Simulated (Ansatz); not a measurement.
Gas-phase electronic energies from Ansatz, PBE0-D4/def2-TZVP geometries. CCSD(T)/CBS adds triple-zeta CCSD(T) − MP2 to the extrapolated MP2 energy (def2 sets, frozen cores). This one scheme is used for every species. DFT in def2-TZVPP. HSE06 is defined as in plane-wave codes. One conformer a species, not always the lowest.

`[NH2][Al]([Cl])[Cl]` + HCl → aluminium trichloride + NH₃  (ligand exchange at the Al–N bond)

```json
{"level": "B97M-V", "ΔE (kJ/mol)": "-62.6", "difference from CCSD(T)/CBS": "-2.9"}
{"level": "r2SCANh-D4", "ΔE (kJ/mol)": "-60.8", "difference from CCSD(T)/CBS": "-1.1"}
{"level": "HSE06-D4", "ΔE (kJ/mol)": "-61.4", "difference from CCSD(T)/CBS": "-1.7"}
{"level": "PBE-QIDH", "ΔE (kJ/mol)": "-61.1", "difference from CCSD(T)/CBS": "-1.4"}
{"level": "PBE", "ΔE (kJ/mol)": "-59.6", "difference from CCSD(T)/CBS": "0.1"}
{"level": "CAM-B3LYP", "ΔE (kJ/mol)": "-54.0", "difference from CCSD(T)/CBS": "5.7"}
{"level": "HF/def2-TZVPP", "ΔE (kJ/mol)": "-62.5", "difference from CCSD(T)/CBS": "-2.8"}
{"level": "MP2/def2-TZVPP", "ΔE (kJ/mol)": "-58.5", "difference from CCSD(T)/CBS": "1.2"}
{"level": "SCS-MP2/def2-TZVPP", "ΔE (kJ/mol)": "-56.8", "difference from CCSD(T)/CBS": "2.9"}
{"level": "CCSD/def2-TZVPP", "ΔE (kJ/mol)": "-55.7", "difference from CCSD(T)/CBS": "4.0"}
{"level": "CCSD(T)/CBS", "ΔE (kJ/mol)": "-59.7", "difference from CCSD(T)/CBS": "0"}
```

Largest T1 diagnostic among the species: 0.009.

Leaving LDA and LC-ωPBE aside and taking each functional with its dispersion term where it has one, the values, not all of them listed here, spread over 8.5 kJ/mol, from B97M-V to CAM-B3LYP-D4. LDA lies +7.9 kJ/mol from PBE without D4. In def2-TZVPP, CCSD(T) changes the Hartree–Fock value by +6.5 kJ/mol (the triples alone add −0.4 kJ/mol) and MP2 by +4.0 kJ/mol.
